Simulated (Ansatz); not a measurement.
The same ligand exchange along the group F, Cl, Br.

Gas-phase electronic energies from Ansatz, PBE0-D4/def2-TZVP geometries. CCSD(T)/CBS adds triple-zeta CCSD(T) − MP2 to the extrapolated MP2 energy (def2 sets, frozen cores). This one scheme is used for every species. For Br, Mg outer-core shells are correlated without core-valence functions, which leaves a few kJ/mol of doubt a bond. Scalar relativity is left out up to krypton. Each species was taken in one conformer, which may not be the lowest.

Order these by ΔE at CCSD(T)/CBS, lowest first. (An estimate is asked.)
A. `[OH][Mg][F]` + NH₃ → `[NH2][Mg][OH]` + H–F
B. `[OH][Mg][Br]` + NH₃ → `[NH2][Mg][OH]` + HBr
C. `[OH][Mg][Cl]` + NH₃ → `[NH2][Mg][OH]` + HCl

A (+29.0 kcal/mol), C (+34.9 kcal/mol), B (+37.1 kcal/mol).

Largest T1 diagnostic: 0.011, for `[OH][Mg][F]`.
